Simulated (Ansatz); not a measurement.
Ligand exchange: C3H9AlO + CH8O4Si2 → C3H9AlO2 + CH8O3Si2

Species: C3H9AlO `C[CH](C)[AlH][OH]`, singlet; CH8O4Si2 `CO[SiH](O)[SiH](O)O`, singlet; C3H9AlO2 `C[CH](C)[Al]([OH])[OH]`, singlet; CH8O3Si2 `CO[SiH](O)[SiH2]O`, singlet. The partners trade H for OH: Al–H and Si–OH bonds give way to Al–OH and Si–H.

Shapes, held fixed at every level: PBE0-D4/def2-TZVP. Flexible molecules stand in one conformer, not always the lowest. Programs: Ansatz 0.2.0. Electronic energies: no zero-point or thermal term.

| level | kind | ΔE (kJ/mol) | less CCSD(T)/CBS estimate |
| --- | --- | --- | --- |
| PBE-D4/def2-TZVPP | GGA | -35.1 | +1.7 |
| r2SCAN-D4/def2-TZVPP | meta-GGA | -36.4 | +0.4 |
| PBE0-D4/def2-TZVPP | global hybrid | -34.3 | +2.5 |
| wB97M-V/def2-TZVPP | range-separated hybrid | -33.8 | +3.0 |
| MP2/def2-TZVPP | perturbation theory | -38.5 | -1.7 |
| CCSD/def2-TZVPP | coupled cluster or CI | -37.0 | -0.2 |
| CCSD(T)/CBS estimate | coupled cluster or CI | -36.8 | 0.0 |

The highest level, CCSD(T)/CBS estimate, gives ΔE = -36.8 kJ/mol; the levels span -38.5 to -33.8. The column of differences is taken from that level and isn't an error. No measured value is set beside it here. The CBS estimate extrapolates MP2 from def2-TZVPP and def2-QZVPP and adds CCSD(T) − MP2 in the triple-zeta set, cores frozen.
